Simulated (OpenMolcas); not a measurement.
GeCl at 2.198 Å: OpenMolcas input and output

Input (each module block was a call of its own in one work directory; start orbitals came from a preliminary run):

```
&GATEWAY
Coord
2
angstrom
Ge 0.0 0.0 0.0
Cl 0.0 0.0 2.1980
Basis=ANO-RCC-VTZP
Group=XY
RX2C
AMFI
ANGMom
0.0 0.0 0.0
RICD
&SEWARD
&GUESSORB
&RASSCF
FileOrb=$CurrDir/o22.orb
Symmetry=2
Spin=2
nActEl=9 0 0
Inactive=12 8
RAS2=3 4
CIRoot=8 8 1
Linear
Iterations=120 100
OrbListing=Nothing
PRWF=0.15
>>COPY $Project.RasOrb $CurrDir/o22.orb
>>COPY $Project.rasscf.h5 $CurrDir/r22.h5
&CASPT2
XMultistate=all
Imaginary=0.2
IPEA=0.25
MaxIter=40
>>COPY $Project.JobMix JOB001
```

```bash
pymolcas m.inp
```

RASSCF and CASPT2 output of these blocks, in excerpt:

```
++    Wave function specifications:
      Number of closed shell electrons          40
      Number of electrons in active shells       9
      Number of inactive orbitals               20
      Number of active orbitals                  7
      Number of secondary orbitals              50
      Spin quantum number                      0.5
      State symmetry                             2
++    Orbital specifications:
      Symmetry species                           1   2
                                                 a   b
      Frozen orbitals                            0   0
      Inactive orbitals                         12   8
      Active orbitals                            3   4
      RAS2 orbitals                              3   4
      Secondary orbitals                        26  24
      Number of basis functions                 41  36
      printout of CI-coefficients larger than  0.15 for root  1
      energy=   -2558.077304
      conf/sym  111 2222     Coeff  Weight
            23  220 220u   0.93260 0.86974
            31  2ud 220u   0.22098 0.04883
            97  220 u2du  -0.21191 0.04490
      printout of CI-coefficients larger than  0.15 for root  2
      energy=   -2558.077304
      conf/sym  111 2222     Coeff  Weight
            21  220 22u0   0.93260 0.86974
            26  220 2uud   0.16806 0.02824
            29  2ud 22u0   0.22098 0.04883
      printout of CI-coefficients larger than  0.15 for root  3
      energy=   -2557.897900
      conf/sym  111 2222     Coeff  Weight
            24  220 2udu  -0.90243 0.81437
            26  220 2uud   0.20467 0.04189
            96  220 u220   0.30263 0.09158
      printout of CI-coefficients larger than  0.15 for root  4
      energy=   -2557.897900
      conf/sym  111 2222     Coeff  Weight
            27  220 2u02   0.30263 0.09158
            97  220 u2du   0.62846 0.39496
            99  220 u2ud  -0.67919 0.46130
      printout of CI-coefficients larger than  0.15 for root  5
      energy=   -2557.871440
      conf/sym  111 2222     Coeff  Weight
            22  220 2u20  -0.38323 0.14686
            24  220 2udu   0.22199 0.04928
            26  220 2uud   0.38449 0.14784
            27  220 2u02   0.38323 0.14686
            96  220 u220   0.31394 0.09856
            97  220 u2du   0.27098 0.07343
            99  220 u2ud   0.46935 0.22029
           101  220 u202  -0.31394 0.09856
      printout of CI-coefficients larger than  0.15 for root  6
      energy=   -2557.871440
      conf/sym  111 2222     Coeff  Weight
            22  220 2u20   0.31394 0.09856
            24  220 2udu   0.27098 0.07343
            26  220 2uud   0.46935 0.22029
            27  220 2u02  -0.31394 0.09856
            96  220 u220   0.38323 0.14686
            97  220 u2du  -0.22199 0.04928
            99  220 u2ud  -0.38449 0.14784
           101  220 u202  -0.38323 0.14686
      printout of CI-coefficients larger than  0.15 for root  7
      energy=   -2557.860024
      conf/sym  111 2222     Coeff  Weight
            26  220 2uud  -0.71607 0.51276
            29  2ud 22u0   0.20283 0.04114
            96  220 u220   0.40598 0.16482
           101  220 u202  -0.48590 0.23610
      printout of CI-coefficients larger than  0.15 for root  8
      energy=   -2557.860024
      conf/sym  111 2222     Coeff  Weight
            22  220 2u20   0.48591 0.23610
            27  220 2u02  -0.40598 0.16482
            31  2ud 220u   0.20283 0.04114
            97  220 u2du   0.60961 0.37162
            99  220 u2ud   0.37626 0.14157
      Natural orbitals and occupation numbers for root  1
      sym 1:   1.982276   1.963125   0.035083
      sym 2:   1.982263   1.994066   0.037792   1.005394
      Natural orbitals and occupation numbers for root  2
      sym 1:   1.982276   1.963125   0.035083
      sym 2:   1.994066   1.982263   1.005394   0.037792
      Natural orbitals and occupation numbers for root  3
      sym 1:   1.989132   1.972919   0.034477
      sym 2:   1.897550   1.173735   1.087562   0.844624
      Natural orbitals and occupation numbers for root  4
      sym 1:   1.989132   1.972919   0.034477
      sym 2:   1.173735   1.897550   0.844624   1.087562
      Natural orbitals and occupation numbers for root  5
      sym 1:   1.996621   1.983292   0.020176
      sym 2:   1.499734   1.499734   1.000221   1.000220
      Natural orbitals and occupation numbers for root  6
      sym 1:   1.996621   1.983292   0.020176
      sym 2:   1.499734   1.499734   1.000221   1.000220
      Natural orbitals and occupation numbers for root  7
      sym 1:   1.984467   1.937823   0.072002
      sym 2:   1.595785   1.510406   0.922338   0.977180
      Natural orbitals and occupation numbers for root  8
      sym 1:   1.984467   1.937823   0.072002
      sym 2:   1.510406   1.595785   0.977181   0.922337
      RASSCF energy for state  8                  -2557.86002360
::    RASSCF root number  1 Total energy:  -2558.07730367
::    RASSCF root number  2 Total energy:  -2558.07730367
::    RASSCF root number  3 Total energy:  -2557.89790042
::    RASSCF root number  4 Total energy:  -2557.89790042
::    RASSCF root number  5 Total energy:  -2557.87144018
::    RASSCF root number  6 Total energy:  -2557.87144018
::    RASSCF root number  7 Total energy:  -2557.86002360
::    RASSCF root number  8 Total energy:  -2557.86002360
      Von Neumann Entropy (Root   1) =  0.76540
++    Wave function specifications:
      Number of closed shell electrons           2
      Number of electrons in active shells       9
      Number of inactive orbitals                1
      Number of active orbitals                  7
      Number of secondary orbitals              50
      Spin quantum number                      0.5
      State symmetry                             2
      Number of CSFs                           248
      Number of CASSCF root(s) available         8
      CASPT2 state passed to geometry opt.       8
      A file JOBMIX will be created
      This is a MULTI-STATE CASSCF reference
      Number of CI roots used                    8
      These are:                                 1   2   3   4   5   6   7   8
      Off-diagonal elements of Heff are computed
  FINAL CASPT2 RESULT:
      Reference energy:       -2558.0773036697
      E2 (Non-variational):      -0.2456939422
      Shift correction:          -0.0030179695
      E2 (Variational):          -0.2487119117
      Total energy:           -2558.3260155815
      Reference weight:           0.89806
  FINAL CASPT2 RESULT:
      Reference energy:       -2558.0773036683
      E2 (Non-variational):      -0.2456939424
      Shift correction:          -0.0030179697
      E2 (Variational):          -0.2487119121
      Total energy:           -2558.3260155804
      Reference weight:           0.89806
  FINAL CASPT2 RESULT:
      Reference energy:       -2557.8979004143
      E2 (Non-variational):      -0.2204799886
      Shift correction:          -0.0020476079
      E2 (Variational):          -0.2225275965
      Total energy:           -2558.1204280108
      Reference weight:           0.91341
  FINAL CASPT2 RESULT:
      Reference energy:       -2557.8979004139
      E2 (Non-variational):      -0.2204799816
      Shift correction:          -0.0020476076
      E2 (Variational):          -0.2225275892
      Total energy:           -2558.1204280031
      Reference weight:           0.91341
  FINAL CASPT2 RESULT:
      Reference energy:       -2557.8714401762
      E2 (Non-variational):      -0.2201146370
      Shift correction:          -0.0019842891
      E2 (Variational):          -0.2220989261
      Total energy:           -2558.0935391024
      Reference weight:           0.91439
  FINAL CASPT2 RESULT:
      Reference energy:       -2557.8714401762
      E2 (Non-variational):      -0.2201146371
      Shift correction:          -0.0019842891
      E2 (Variational):          -0.2220989261
      Total energy:           -2558.0935391024
      Reference weight:           0.91439
  FINAL CASPT2 RESULT:
      Reference energy:       -2557.8600235932
      E2 (Non-variational):      -0.2255376035
      Shift correction:          -0.0025115179
      E2 (Variational):          -0.2280491214
      Total energy:           -2558.0880727146
      Reference weight:           0.90892
  FINAL CASPT2 RESULT:
      Reference energy:       -2557.8600235931
      E2 (Non-variational):      -0.2255376028
      Shift correction:          -0.0025115172
      E2 (Variational):          -0.2280491200
      Total energy:           -2558.0880727131
      Reference weight:           0.90892
       Total XMS-CASPT2 energies:
::    XMS-CASPT2 Root  1     Total energy:  -2558.32456252
::    XMS-CASPT2 Root  2     Total energy:  -2558.32456252
::    XMS-CASPT2 Root  3     Total energy:  -2558.12322890
::    XMS-CASPT2 Root  4     Total energy:  -2558.12322889
::    XMS-CASPT2 Root  5     Total energy:  -2558.09364368
::    XMS-CASPT2 Root  6     Total energy:  -2558.09364368
::    XMS-CASPT2 Root  7     Total energy:  -2558.08662031
::    XMS-CASPT2 Root  8     Total energy:  -2558.08662030
```

Only roots inside an energy window near the equilibrium distance were included, so the list of states is not complete; labels number the states computed. Each spin and symmetry block has orbitals of its own, averaged over its own roots, so gaps between blocks are less sure than gaps within one and near the minimum can be off by tenths of an eV, in bad cases by more. No Rydberg orbitals are active, so Rydberg states, and σ→σ* states whose orbital the CASSCF left unused, can be missing between those listed. CASPT2 splits the two components of degenerate states numerically, here by up to 10 cm⁻¹.
